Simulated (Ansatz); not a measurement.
Ansatz (an electronic-structure program) input:

Ansatz 0.2 input:
```yaml
crystal:
  periodic: [false, false, false]
  atoms:
    - {symbol: C, position_ang: [-1.58610345, -0.87424208, 1.84978852]}
    - {symbol: Si, position_ang: [-1.59946850, -0.81590761, -0.01478079]}
    - {symbol: C, position_ang: [-2.69435493, 0.55483395, -0.64841423]}
    - {symbol: O, position_ang: [-0.05851052, -0.58484816, -0.57972236]}
    - {symbol: Si, position_ang: [1.25166386, 0.29274050, -0.22191811]}
    - {symbol: O, position_ang: [2.16710662, 0.46668005, -1.56955926]}
    - {symbol: O, position_ang: [0.68831998, 1.69974564, 0.39967360]}
    - {symbol: O, position_ang: [2.22715385, -0.37522777, 0.90742122]}
    - {symbol: H, position_ang: [-2.58476481, -1.08195507, 2.24149594]}
    - {symbol: H, position_ang: [-0.91103589, -1.65080277, 2.21433390]}
    - {symbol: H, position_ang: [-1.25251309, 0.08218363, 2.25829455]}
    - {symbol: H, position_ang: [-2.04385269, -2.11944031, -0.56604642]}
    - {symbol: H, position_ang: [-2.33672537, 1.52052360, -0.28462389]}
    - {symbol: H, position_ang: [-2.69988292, 0.58290820, -1.73993822]}
    - {symbol: H, position_ang: [-3.72501278, 0.42183035, -0.31067629]}
    - {symbol: H, position_ang: [1.70589641, 0.56694907, -2.40571701]}
    - {symbol: H, position_ang: [1.32356735, 2.27265968, 0.83609396]}
    - {symbol: H, position_ang: [2.88377937, -1.00486601, 0.59981655]}
basis:
  gaussian:
    orbitals: def2-TZVPD
hamiltonian:
  xc: {name: PBE}
total_charge: 1
magnetization: {spin_polarized: true, initial_magnetization: 1}
```

Question: Which total energy does the run end on?

Answer: -961.51010 Eh (PBE/def2-TZVPD). The basis has 410 functions.

This state (charge 1, doublet) is run at the relaxed geometry of the species with charge 0 and multiplicity 1.
